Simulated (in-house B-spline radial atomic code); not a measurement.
A run on Sb- that did not converge. Method: scalar-relativistic (X2C) B3LYP, spin-polarised, spherical fractional occupations, exact exchange averaged over the configuration, Fermi nucleus of rms radius 4.6802 fm; computed with an all-electron radial atomic-structure program (B-spline basis).

Command:
```bash
python run_scf.py task.json out
```
Settings (nuclear radius in fm, mass in u):
```
Z                51
configuration    [Kr] 4d10 5s2 5p4
hamiltonian      x2c
method           b3lyp
spin_polarised   True
nucleus          fermi
rms_radius       4.6802
atomic_mass      120.90381
speed_of_light   137.035999084
exact_exchange   averaged over the configuration
```

First and last ten iterations of the last attempt (damped for 15 steps, keeping 80 % of the old Fock matrix, then DIIS):
```
 iter        energy (Eh)    residual
    1       -6478.950106    4.52e-01
    2       -6478.875952    2.25e-01
    3       -6480.115810    1.38e-01
    4       -6480.625951    8.20e-02
    5       -6480.821731    4.80e-02
    6       -6480.892168    2.78e-02
    7       -6480.916130    1.71e-02
    8       -6480.923947    1.09e-02
    9       -6480.926448    7.04e-03
   10       -6480.927281    4.63e-03
  111       -6480.915570    1.03e-02
  112       -6480.922835    6.11e-03
  113       -6480.926209    3.12e-03
  114       -6480.927522    1.04e-03
  115       -6480.862068    1.53e-02
  116       -6480.861985    1.53e-02
  117       -6480.862293    1.52e-02
  118       -6480.862567    1.52e-02
  119       -6480.862147    1.53e-02
  120       -6480.861302    1.55e-02
 not converged after 120 iterations
```

The smallest residual met was 6.3e-04; the threshold is about 5e-07. No energy from this run should be used. Cost of the run: 3.2 s on 1 thread of Intel(R) Xeon(R) 6975P-C (shared host).
